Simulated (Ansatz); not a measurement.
`FC(Br)Br`. The species carries charge 0 and has multiplicity 1. The geometry is a stationary point of PBE0-D4/def2-TZVP.

```xyz
5

F     1.012    0.031   -0.983
C    -0.031    0.040   -0.146
Br   -0.325   -1.735    0.543
Br    0.277    1.322    1.260
H    -0.932    0.342   -0.674
```

**Question.** What is the dipole moment at B3LYP/def2-TZVPP? (Best estimate.)

**Answer.** Computed: 1.14 D, with components (-1.04, 0.29, -0.38) D in this frame, pointing from negative to positive charge.

**Question.** And with PBE, r2SCAN, ωB97M-V? (Estimate.)

**Answer.** Ansatz gave: PBE 1.07 D, r2SCAN 1.14 D, ωB97M-V 1.15 D.

**Question.** Give the Mulliken charges with B3LYP, r2SCAN, PBE in def2-TZVPP. (Best estimate.)

**Answer.** Computed: 
| atom | B3LYP | r2SCAN | PBE |
| --- | --- | --- | --- |
| F1 | -0.15 | -0.14 | -0.10 |
| C2 | 0.08 | 0.13 | 0.05 |
| Br3 | -0.05 | -0.06 | -0.05 |
| Br4 | -0.05 | -0.06 | -0.05 |
| H5 | 0.16 | 0.12 | 0.15 |

B3LYP here is the variant with VWN-RPA as its local correlation; programs differ in this.
